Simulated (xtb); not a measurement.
C3F6, charge +1, doublet, geometry from GFN2-xTB (a state made from the parent by changing its charge; the spin is typed, not shown lowest), atoms displaced at random by about 0.02 Å a coordinate; GFN2-xTB (xtb).

Here is a job for xtb.
```
$ xtb mol.xyz --gfn 2 --chrg 1 --uhf 1 --opt --json

# file mol.xyz
9

F      2.48331380    -0.21410902     0.71051190
C      1.45434219     0.15835715     0.11805566
F      1.57881881     1.04827148    -0.72392055
C      0.19200934    -0.39765426     0.45467746
F      0.09286861    -1.37651486     1.27213884
C     -1.17719606     0.11729748    -0.24461423
F     -2.21150461    -0.48948354     0.30633548
F     -1.24387238     1.40694187    -0.21479175
F     -1.04922790    -0.34469827    -1.51273762
```

Q: What does xtb print? Leave out banner, timings and long lists.

A: 
```
   ID    Z sym.   atoms
    1    9 F      1, 3, 5, 7-9
    2    6 C      2, 4, 6

           -------------------------------------------------
          |                Calculation Setup                |
           -------------------------------------------------

           -------------------------------------------------
          |                 G F N 2 - x T B                 |
           -------------------------------------------------

          ...................................................
          :                      SETUP                      :
          :.................................................:
          :  # basis functions                  36          :
          :  # atomic orbitals                  36          :
          :  # shells                           18          :
          :  # electrons                        53          :
          :  max. iterations                   250          :
          :  Hamiltonian                  GFN2-xTB          :
          :  restarted?                      false          :
          :  GBSA solvation                  false          :
          :  PC potential                    false          :
          :  electronic temp.          300.0000000     K    :
          :  accuracy                    1.0000000          :
          :  -> integral cutoff          0.2500000E+02      :
          :  -> integral neglect         0.1000000E-07      :
          :  -> SCF convergence          0.1000000E-05 Eh   :
          :  -> wf. convergence          0.1000000E-03 e    :
          :  Broyden damping             0.4000000          :
          :  net charge                          1          :
          :  unpaired electrons                  1          :
          ...................................................

 iter      E             dE          RMSdq      gap      omega  full diag
   1    -34.2369391 -0.342369E+02  0.528E+00    4.49       0.0  T
   2    -34.2803865 -0.434474E-01  0.279E+00    3.99       1.0  T
   3    -34.2811661 -0.779655E-03  0.150E+00    4.20       1.0  T
   4    -34.2855298 -0.436364E-02  0.570E-01    4.10       1.0  T
   5    -34.2865412 -0.101143E-02  0.153E-01    4.10       1.0  T
   6    -34.2866747 -0.133553E-03  0.561E-02    4.10       1.0  T
   7    -34.2866806 -0.586194E-05  0.232E-02    4.10       1.4  T
   8    -34.2866811 -0.482116E-06  0.120E-02    4.10       2.8  T
   9    -34.2866816 -0.559464E-06  0.304E-03    4.10      11.0  T
  10    -34.2866817 -0.379822E-07  0.680E-04    4.10      49.0  T
  11    -34.2866817 -0.472781E-09  0.335E-04    4.10      99.4  T

   *** convergence criteria satisfied after 11 iterations ***

         :::::::::::::::::::::::::::::::::::::::::::::::::::::
         ::                     SUMMARY                     ::
         :::::::::::::::::::::::::::::::::::::::::::::::::::::
         :: total energy             -34.145064597294 Eh    ::
         :: gradient norm              0.089224987619 Eh/a0 ::
         :: HOMO-LUMO gap              4.099226845626 eV    ::
         ::.................................................::
         :: SCC energy               -34.286678583007 Eh    ::
         :: -> isotropic ES            0.207461139298 Eh    ::
         :: -> anisotropic ES          0.020812052543 Eh    ::
         :: -> anisotropic XC         -0.034066233978 Eh    ::
         :: -> dispersion             -0.004766815426 Eh    ::
         :: repulsion energy           0.141613985713 Eh    ::
         :: add. restraining           0.000000000000 Eh    ::
         :: total charge               1.000000000002 e     ::
         :::::::::::::::::::::::::::::::::::::::::::::::::::::

      -----------------------------------------------------------
     |                   =====================                   |
     |                        A N C O P T                        |
     |                   =====================                   |
     |               Approximate Normal Coordinate               |
     |                Rational Function Optimizer                |
      -----------------------------------------------------------
      -----------------------------------------------------------
     |                   =====================                   |
     |                        A N C O P T                        |
     |                   =====================                   |
     |               Approximate Normal Coordinate               |
     |                Rational Function Optimizer                |
      -----------------------------------------------------------

          ...................................................
          :                      SETUP                      :
          :.................................................:
          :   optimization level            normal          :
          :   max. optcycles                   200          :
          :   ANC micro-cycles                  20          :
          :   degrees of freedom                21          :
          :.................................................:
          :   RF solver                   davidson          :
          :   write xtbopt.log                true          :
          :   linear?                        false          :
          :   energy convergence         0.5000000E-05 Eh   :
          :   grad. convergence          0.1000000E-02 Eh/α :
          :   maxmium RF displ.          1.0000000          :
          :   Hlow (freq-cutoff)         0.1000000E-01      :
          :   Hmax (freq-cutoff)         5.0000000          :
          :   S6 in model hess.         20.0000000          :
          ...................................................

generating ANC from exact Hessian ...
Using Lindh-Hessian (1995)
 Shifting diagonal of input Hessian by    0.0000000000000000
 Lowest  eigenvalues of input Hessian
    0.000000    0.000000    0.000000    0.000000    0.000000    0.000000
[...]
 * total energy  :   -34.1450646 Eh     change       -0.2978382E-09 Eh
 * total energy  :   -34.1488298 Eh     change       -0.3765198E-02 Eh
 * total energy  :   -34.1497407 Eh     change       -0.9108902E-03 Eh
 * total energy  :   -34.1498092 Eh     change       -0.6851089E-04 Eh
 * total energy  :   -34.1498408 Eh     change       -0.3156733E-04 Eh
 * total energy  :   -34.1498471 Eh     change       -0.6384630E-05 Eh
 * total energy  :   -34.1498487 Eh     change       -0.1556347E-05 Eh
   *** GEOMETRY OPTIMIZATION CONVERGED AFTER 7 ITERATIONS ***
[...]
   3    -34.2835578 -0.106013E-10  0.513E-05    4.08     650.4  T

   *** convergence criteria satisfied after 3 iterations ***

         :::::::::::::::::::::::::::::::::::::::::::::::::::::
         ::                     SUMMARY                     ::
         :::::::::::::::::::::::::::::::::::::::::::::::::::::
         :: total energy             -34.149848705325 Eh    ::
         :: gradient norm              0.000447448279 Eh/a0 ::
         :: HOMO-LUMO gap              4.079093893039 eV    ::
         ::.................................................::
         :: SCC energy               -34.283554765190 Eh    ::
         :: -> isotropic ES            0.209078283123 Eh    ::
         :: -> anisotropic ES          0.021227794188 Eh    ::
         :: -> anisotropic XC         -0.034216921224 Eh    ::
         :: -> dispersion             -0.004766913545 Eh    ::
         :: repulsion energy           0.133706059865 Eh    ::
         :: add. restraining           0.000000000000 Eh    ::
         :: total charge               1.000000000057 e     ::
         :::::::::::::::::::::::::::::::::::::::::::::::::::::

           -------------------------------------------------
          |                Property Printout                |
           -------------------------------------------------

    * Orbital Energies and Occupations

         #    Occupation            Energy/Eh            Energy/eV
      -------------------------------------------------------------
         1        2.0000           -1.1934827             -32.4763
       ...           ...                  ...                  ...
        15        2.0000           -0.8661911             -23.5703
        16        2.0000           -0.8648635             -23.5341
        17        2.0000           -0.8550903             -23.2682
        18        2.0000           -0.8502162             -23.1356
        19        2.0000           -0.8426289             -22.9291
        20        2.0000           -0.8280967             -22.5337
        21        2.0000           -0.7913261             -21.5331
        22        2.0000           -0.7883887             -21.4531
        23        2.0000           -0.7767823             -21.1373
        24        2.0000           -0.7749880             -21.0885
        25        2.0000           -0.7714153             -20.9913
        26        1.9982           -0.7549634             -20.5436
        27        1.0018           -0.7429831             -20.2176 (HOMO)
        28                         -0.5930792             -16.1385 (LUMO)
        29                         -0.3359323              -9.1412
        30                         -0.2381469              -6.4803
        31                         -0.1856092              -5.0507
        32                         -0.1567187              -4.2645
        33                         -0.1025384              -2.7902
        34                         -0.0644698              -1.7543
        35                          0.0667278               1.8158
        36                          0.1147812               3.1234
      -------------------------------------------------------------
                  HL-Gap            0.1499039 Eh            4.0791 eV
             Fermi-level           -0.7085022 Eh          -19.2793 eV

     #   Z          covCN         q      C6AA      α(0)
     1   9 F        0.790     0.060     8.873     3.519
     2   6 C        2.553     0.406    20.209     7.348
     3   9 F        0.790     0.050     8.952     3.534
     4   6 C        2.743     0.188    23.967     8.016
     5   9 F        0.787     0.075     8.748     3.494
     6   6 C        3.323     0.511    17.128     6.582
     7   9 F        0.790    -0.086    10.125     3.759
     8   9 F        0.790    -0.112    10.369     3.804
     9   9 F        0.792    -0.092    10.173     3.768

 Mol. C6AA /au·bohr⁶  :       1009.204341
 Mol. C8AA /au·bohr⁸  :      21911.449881
 Mol. α(0) /au        :         43.822547

Wiberg/Mayer (AO) data.
largest (>0.10) Wiberg bond orders for each atom

 ---------------------------------------------------------------------------
     #   Z sym  total        # sym  WBO       # sym  WBO       # sym  WBO
 ---------------------------------------------------------------------------
     1   9 F    1.478 --     2 C    1.218     3 F    0.127
     2   6 C    3.855 --     4 C    1.322     1 F    1.218     3 F    1.212
     3   9 F    1.465 --     2 C    1.212     1 F    0.127
     4   6 C    3.790 --     2 C    1.322     5 F    1.285     6 C    0.873
     5   9 F    1.486 --     4 C    1.285
     6   6 C    3.907 --     7 F    1.032     8 F    1.008     9 F    0.952
                             4 C    0.873
     7   9 F    1.202 --     6 C    1.032
     8   9 F    1.165 --     6 C    1.008
     9   9 F    1.225 --     6 C    0.952
 ---------------------------------------------------------------------------

Topologies differ in total number of bonds
Writing topology from bond orders to xtbtopo.mol

molecular dipole:
                 x           y           z       tot (Debye)
 q only:        1.283      -0.230       0.472
   full:        1.412      -0.305       0.535       3.915
molecular quadrupole (traceless):
                xx          xy          yy          xz          yz          zz
 q only:        4.703       0.735      -2.440       0.927      -1.149      -2.263
  q+dip:        5.143       0.537      -2.956       1.091       0.522      -2.187
   full:        4.092       0.336      -2.517       0.980       1.087      -1.575

optimized geometry written to: xtbopt.xyz

           -------------------------------------------------
          | TOTAL ENERGY              -34.149848705325 Eh   |
          | GRADIENT NORM               0.000447448279 Eh/α |
          | HOMO-LUMO GAP               4.079093893039 eV   |
           -------------------------------------------------

normal termination of xtb
```
